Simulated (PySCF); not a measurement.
# 2-Bromofurane (SMILES Brc1ccco1): coupling constants with relativity

Cartesian coordinates in Å; atom numbers follow the order of the lines, from 1:
```xyz
9

Br    2.821   -0.120    0.970
C     1.070   -0.072    0.374
C     0.345    0.916   -0.225
C    -0.949    0.346   -0.447
C    -0.893   -0.926    0.035
O     0.337   -1.185    0.536
H     0.693    1.915   -0.474
H    -1.809    0.828   -0.907
H    -1.611   -1.740    0.093
```

[PySCF 2.14.0: indirect couplings; PBE0/pcJ-1 (dyall-v2z on Br), gas phase, finite nuclei, structure from PBE0-D3(BJ)/def2-SVP]

Non-relativistic values:
| coupling | atoms | J (Hz) |
| --- | --- | --- |
| 1J(79Br,13C) | Br1 – C2 | -213.8 |
| 2J(79Br,13C) | Br1 – C3 | -7.1 |
| 2J(79Br,17O) | Br1 – O6 | 5.3 |
| 3J(79Br,13C) | Br1 – C4 | -3.7 |
| 3J(79Br,13C) | Br1 – C5 | -7.2 |
| 3J(79Br,1H) | Br1 – H7 | -2.7 |
| 4J(79Br,1H) | Br1 – H9 | -1.8 |

Q: What do scalar relativity and two-component X2C with spin–orbit coupling give?

A: 
| coupling | atoms | scalar (Hz) | with spin–orbit (Hz) |
| --- | --- | --- | --- |
| 1J(79Br,13C) | Br1 – C2 | -256.7 | -235.0 |
| 2J(79Br,13C) | Br1 – C3 | -10.4 | -9.1 |
| 2J(79Br,17O) | Br1 – O6 | 9.7 | 7.9 |
| 3J(79Br,13C) | Br1 – C4 | -4.8 | -4.2 |
| 3J(79Br,13C) | Br1 – C5 | -9.0 | -7.9 |
| 3J(79Br,1H) | Br1 – H7 | -3.1 | -2.9 |
| 4J(79Br,1H) | Br1 – H9 | -2.1 | -1.8 |

The largest listed coupling, 1J(79Br,13C), ends at 1.10 times its non-relativistic value: scalar relativity adds -42.9 Hz and spin–orbit coupling +21.8 Hz. Couplings to strongly quadrupolar nuclei (79Br) are seldom resolved in solution.
